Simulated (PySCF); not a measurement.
In(H)(Br)(Et), SMILES [Br][InH][CH2]C, singlet, PBE0/def2-SVP optimised geometry.

```
10

In     0.14     0.77     0.00
H     -0.50     2.37     0.00
Br     2.66     0.77     0.00
C     -0.69    -1.23     0.00
C     -2.21    -1.32     0.00
H     -0.25    -1.73     0.88
H     -0.25    -1.72    -0.88
H     -2.66    -0.84    -0.88
H     -2.66    -0.85     0.89
H     -2.54    -2.37     0.00
```

Density from PBE0/def2-TZVP, def2 effective core potentials past Kr (PySCF 2.14.0) at that geometry. The core electrons that the potentials of In replace are not part of the density.

Minimum of the electron density along straight lines between bonded atoms, close to the bond critical point (lines longer than 1.1 times the sum of covalent radii, or with two minima, are not listed):

| bond | length / Å | ρ at the minimum / e bohr⁻³ | ∇²ρ there / e bohr⁻⁵ | position (fraction from the first atom) |
|---|---|---|---|---|
| In1–H2 | 1.724 | 0.106 | 0.10 | 0.64 |
| In1–Br3 | 2.519 | 0.069 | 0.14 | 0.47 |
| In1–C4 | 2.165 | 0.099 | 0.12 | 0.52 |
| C4–C5 | 1.522 | 0.244 | -0.60 | 0.50 |
| C4–H6 | 1.103 | 0.269 | -0.89 | 0.64 |
| C4–H7 | 1.103 | 0.269 | -0.89 | 0.64 |
| C5–H8 | 1.101 | 0.272 | -0.91 | 0.64 |
| C5–H9 | 1.101 | 0.272 | -0.91 | 0.64 |
| C5–H10 | 1.103 | 0.270 | -0.90 | 0.64 |
